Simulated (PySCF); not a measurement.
Method: PBE-D3(BJ)/def2-TZVP // PBE0-D4/def2-TZVP (PySCF 2.14.0). All species are isolated molecules in the gas phase. One relaxed conformer stands for a flexible species; it need not be the lowest. 

Reference species (SMILES): `S[SiH2]Cl` (H–S–Si–Cl torsion 70°) (neutral, multiplicity 1).

- HOMO–LUMO gap: 5.74 eV
- LUMO: -0.94 eV

Changed species: `B[SiH2]Cl` (X = boryl; the reference has X = mercapto).

**Question.** What does the change do to the HOMO–LUMO gap and LUMO?

**Answer.** the HOMO–LUMO gap falls by 2.39 eV, to 3.35 eV; the LUMO falls by 2.76 eV, to -3.70 eV.
